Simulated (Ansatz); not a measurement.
`NB[SiH2]Cl` → `BN` + `[SiH]Cl` at 700 K and 1 bar (silylene formation by 1,1-elimination).

Gas-phase electronic energies from Ansatz, PBE0-D4/def2-TZVP geometries. CBS: MP2 limit from def2 TZ/QZ plus the TZ coupled-cluster correction, frozen cores. This one scheme is used for every species. Each species was taken in one conformer, which may not be the lowest.

```csv
species,CCSD(T)/CBS energy (Eh),H − E (kJ/mol),S (J/(mol·K))
`NB[SiH2]Cl`,-831.44314,224.1,433.7
`BN`,-81.93499,163.7,282.2
`[SiH]Cl`,-749.43948,49.2,290.2
```

H − E and S are ideal-gas, rigid-rotor, harmonic terms from PBE0-D4/def2-TZVP, for one conformer and one mirror image of each species. 1 Eh = 2625.50 kJ/mol, R = 8.31446 J/(mol·K).

Problem. By hand: ΔE, ΔH, ΔS and ΔG.

Solution. ΔE = (-81.93499) + (-749.43948) − (-831.44314) = 0.06867 Eh = 180.3 kJ/mol. Δ(H − E) = 163.7 + 49.2 − 224.1 = -11.2, so ΔH = 169.1 kJ/mol. ΔS = 282.2 + 290.2 − 433.7 = 138.7 J/(mol·K). ΔG = 169.1 − 700 × (138.7)/1000 = 72.0 kJ/mol.

Problem. By hand: the equilibrium constant, and the temperature at which ΔG would vanish if ΔH and ΔS stayed fixed.

Solution. log₁₀ K = −ΔG/(RT ln 10) = -5.4. ΔG = 0 at ΔH/ΔS = 1219 K.

The number of gas molecules changes by +1, which sets the sign of ΔS. A doubt of 5 kJ/mol in ΔE shifts log₁₀ K by 0.4 here. Other conformers and mirror images would add mixing entropy, several J/(mol·K) or more a flexible species. Modes under 60 cm⁻¹, often nearly free rotors, make the harmonic entropy too high. These are equilibria of isolated gas molecules and say nothing of rates. Largest T1 diagnostic: 0.013 (customary marks: 0.02 for closed shells, 0.045 for open ones).
